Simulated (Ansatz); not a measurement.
Al₈N₇H₂₂⁻, a nanocrystal cut from wurtzite AlN (hydrogen-capped) was relaxed with PBE-D4 (def2-SVP) in Ansatz in these states: charge -1 singlet, neutral doublet. The geometries follow in no particular order.

A:

Cartesian coordinates in Å:
```
Al 2.0238 -1.9435 1.7407
N 0.6183 -1.8690 3.1287
N 1.6950 -0.3303 0.6672
Al 0.3804 0.8331 1.4380
Al 1.4198 2.2999 -1.2591
N 0.1862 2.3232 0.2128
Al -1.2553 -1.7511 2.5101
N -1.2627 -0.1527 1.3667
Al -1.5473 2.4932 -0.5943
Al 1.3902 -0.8998 -1.1434
N 1.0550 0.6967 -2.2054
N -0.3565 -1.7613 -1.0106
Al -1.8669 -0.7016 -0.3734
Al -0.7010 0.6338 -3.0935
N -1.8628 0.8692 -1.5195
H 3.4693 -1.8462 2.4317
H 1.6147 -3.2025 0.8134
H 0.8252 -1.1353 3.8267
H 0.6904 -2.7525 3.6612
H 2.6034 0.1659 0.7124
H 0.7558 1.3608 2.9071
H 2.9372 2.7105 -0.9655
H 0.3345 3.5321 -2.1693
H 0.3644 3.1743 0.7741
H -2.2263 -1.5217 3.7673
H -1.4384 -3.0197 1.5249
H -1.9920 0.4399 1.8027
H -2.7205 3.1538 0.2654
H -0.6440 3.5508 -1.9534
H 2.5406 -1.7772 -1.8150
H 1.7396 0.6430 -2.9809
H -0.2668 -2.5957 -0.4009
H -0.5990 -2.1202 -1.9509
H -3.2888 -1.4227 -0.4326
H -0.8687 1.8672 -4.1098
H -0.9235 -0.8641 -3.6701
H -2.8234 0.9197 -1.9035
```

B:

```xyz
37

Al    2.9552   -0.3699    1.3379
N     1.9670   -0.2978    3.0515
N     1.7525    0.4944    0.0965
Al    0.2189    1.3205    0.9260
Al    0.0616    2.1634   -2.1627
N    -0.8446    2.1419   -0.4377
Al    0.1653   -1.1174    3.0633
N    -0.7577   -0.1782    1.6490
Al   -2.6597    1.4343   -0.4797
Al    1.3344   -0.6614   -1.3799
N     0.1555    0.2587   -2.5747
N     0.2269   -2.0239   -0.5100
Al   -1.4307   -1.4023    0.3302
Al   -1.5583   -0.6376   -2.7959
N    -2.3436   -0.4109   -1.0291
H     4.3326    0.4596    1.5121
H     3.0501   -1.9518    0.9933
H     1.9042    0.6819    3.3744
H     2.5371   -0.7786    3.7649
H     2.2631    1.2917   -0.3294
H     0.6558    2.3647    2.0848
H     1.5931    2.6992   -1.9234
H    -0.7657    2.9855   -3.2801
H    -0.9431    3.1356   -0.1666
H    -0.5091   -0.8376    4.5065
H     0.4195   -2.6567    2.6202
H    -1.6053    0.2552    2.0632
H    -3.2283    1.4075    1.0584
H    -3.6026    2.2254   -1.5257
H     2.6094   -1.2854   -2.1352
H     0.6064    0.2063   -3.5048
H     0.7951   -2.5371    0.1865
H    -0.0391   -2.7102   -1.2373
H    -2.3216   -2.6066    0.9144
H    -2.4574    0.0140   -3.9674
H    -1.2522   -2.2401   -2.9951
H    -3.2846   -0.8362   -1.0983
```

Q: Judge from the bond lengths which geometry belongs to which state (an estimate).

A: A is the neutral doublet (Al9–H29 1.945 Å, Al5–H23 1.877 Å, Al9–N15 1.895 Å); B is the charge -1 singlet (Al9–H29 1.615 Å, Al5–H23 1.615 Å, Al9–N15 1.951 Å).

In the charge 0 doublet, H23 and H29 lie 1.00 Å apart (atoms count from 1), so these atoms are partly bonded to each other.
